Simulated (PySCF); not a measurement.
C₂H₃ClFIn, singlet, at a GFN2-xTB geometry (such geometries of metal compounds can be far from the true shape) (core potentials on In). Base run: DF-PBE/def2-SV(P) in PySCF.

PySCF was given this input:
```python
from pyscf import gto, scf, dft

mol = gto.Mole()
mol.atom = '''
    In   -0.07179626   -0.13690190    0.13177180
    F    -0.74860769   -1.38757929    1.52082593
    Cl    0.65714310    1.86121984    1.03391519
    C    -0.25233904   -1.11237098   -1.86172087
    C     0.11880281   -0.52109555   -2.97170162
    H    -0.67239785   -2.10443794   -1.79459725
    H     0.02164986   -1.01539432   -3.93166503
    H     0.53601882    0.47630089   -2.99401287
'''
mol.basis = 'def2-sv(p)'
mol.ecp = {'In': 'def2-sv(p)'}
mol.verbose = 4
mol.max_memory = 1800
mol.build()

mf = dft.RKS(mol)
mf.xc = 'pbe'
mf = mf.density_fit(auxbasis='def2-universal-jkfit')
mf.kernel()
```

The job was repeated with other settings on one machine. Differences are taken from the largest basis of the def2 family in the series, which isn't the basis-set limit (def2-TZVPP: -827.948355 Eh). The cheapest run took around 10 core-seconds (rough).

```csv
setting,basis functions,"cost, times the cheapest (rough)",difference in total energy (mEh)
def2-SV(P),92,1,397.42
def2-SVP,101,2,389.71
def2-TZVP,198,3,1.18
def2-TZVPP,227,3,reference
```

Times come from a shared machine, hold the start-up and are rough. Total energies converge more slowly with the basis than energy differences do.
